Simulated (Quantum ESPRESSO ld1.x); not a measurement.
Values are calculated unless marked as measured or tabulated.
Valence configurations of Ga I (all share [Ar]). Code: ld1.x of Quantum ESPRESSO 7.5. Model: Dirac Kohn-Sham, BLYP, spin-unpolarised, spherical densities, point nucleus; open shells fill j = l - 1/2 first. Energies are relative to 3d10 4s2 4p1; eigenvalues in eV.

| valence | E (eV) | e(3d3/2) | e(3d5/2) | e(4p1/2) | e(4p3/2) | e(4s1/2) |
|---|---|---|---|---|---|---|
| 3d10 4s2 4p1 | 0.000 | -19.242 | -18.780 | -2.557 | - | -8.855 |
| 3d10 4s1.5 4p1.5 | 3.195 | -20.174 | -19.711 | -2.933 | - | -9.413 |
| 3d10 4s1 4p2 | 6.478 | -21.046 | -20.582 | -3.278 | - | -9.923 |
| 3d9.5 4s2 4p1.5 | 9.025 | -23.582 | -23.103 | -3.198 | - | -10.047 |
| 3d10 4s0.5 4p2.5 | 9.911 | -21.918 | -21.454 | -3.622 | -3.477 | -10.426 |
| 3d9.5 4s1.5 4p2 | 12.488 | -24.443 | -23.963 | -3.542 | - | -10.544 |
| 3d9 4s2 4p2 | 19.933 | -28.075 | -27.578 | -3.822 | - | -11.182 |
| 3d8 4s2 4p3 | 47.958 | -37.622 | -37.090 | -5.093 | -4.864 | -13.408 |

NIST lists [Ar] 3d10 4s2 4p1 as the ground configuration; this level of theory agrees among the configurations tried. The energies are those of spherical spin-averaged densities, not of single terms.
